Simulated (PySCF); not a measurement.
## Au (gold, neutral) across methods

[Xe] 4f14 5d9 6s1 7s1, high-spin 4D determinant (an excited configuration). Calculation: PySCF 2.14, in aug-cc-pwCVTZ-PP with ECP60MDF; scalar relativity through the core potential.

```json
{"method": "r2SCAN", "E (hartree)": "-135.4269", "mean ε 5d β (eV)": "-13.409", "mean ε 6s α (eV)": "-11.183", "mean ε 7s α (eV)": "-1.662", "Σ⟨r²⟩ (bohr²)": "107.3", "⟨S²⟩": "3.752"}
{"method": "MN15", "E (hartree)": "-135.1390", "mean ε 5d β (eV)": "-15.487", "mean ε 6s α (eV)": "-12.609", "mean ε 7s α (eV)": "-1.657", "Σ⟨r²⟩ (bohr²)": "101.7", "⟨S²⟩": "3.751"}
{"method": "LDA", "E (hartree)": "-135.1531", "mean ε 5d β (eV)": "-13.330", "mean ε 6s α (eV)": "-11.229", "mean ε 7s α (eV)": "-1.685", "Σ⟨r²⟩ (bohr²)": "105.9", "⟨S²⟩": "3.750"}
{"method": "PBE", "E (hartree)": "-135.4099", "mean ε 5d β (eV)": "-13.180", "mean ε 6s α (eV)": "-10.940", "mean ε 7s α (eV)": "-1.706", "Σ⟨r²⟩ (bohr²)": "107.7", "⟨S²⟩": "3.751"}
{"method": "revPBE", "E (hartree)": "-135.4634", "mean ε 5d β (eV)": "-13.146", "mean ε 6s α (eV)": "-10.865", "mean ε 7s α (eV)": "-1.718", "Σ⟨r²⟩ (bohr²)": "108.6", "⟨S²⟩": "3.751"}
{"method": "PW91", "E (hartree)": "-135.4685", "mean ε 5d β (eV)": "-13.246", "mean ε 6s α (eV)": "-11.007", "mean ε 7s α (eV)": "-1.710", "Σ⟨r²⟩ (bohr²)": "107.5", "⟨S²⟩": "3.751"}
{"method": "UHF", "E (hartree)": "-134.51453", "mean ε 5d β (eV)": "-19.136", "mean ε 6s α (eV)": "-13.483", "mean ε 7s α (eV)": "-2.469", "Σ⟨r²⟩ (bohr²)": "110.8", "⟨S²⟩": "3.753"}
```

Problem. Estimate the same row for PBE0.

Solution. E (hartree) = -135.3731; mean ε 5d β (eV) = -14.911; mean ε 6s α (eV) = -11.774; mean ε 7s α (eV) = -1.968; Σ⟨r²⟩ (bohr²) = 108.4; ⟨S²⟩ = 3.751.

Energies and moments cover only the electrons outside the core potential. Spin-orbit coupling, absent here, splits the open shell strongly. The outer electron is Rydberg-like, and this basis confines it to a smaller radius and binds it less than a complete one would.
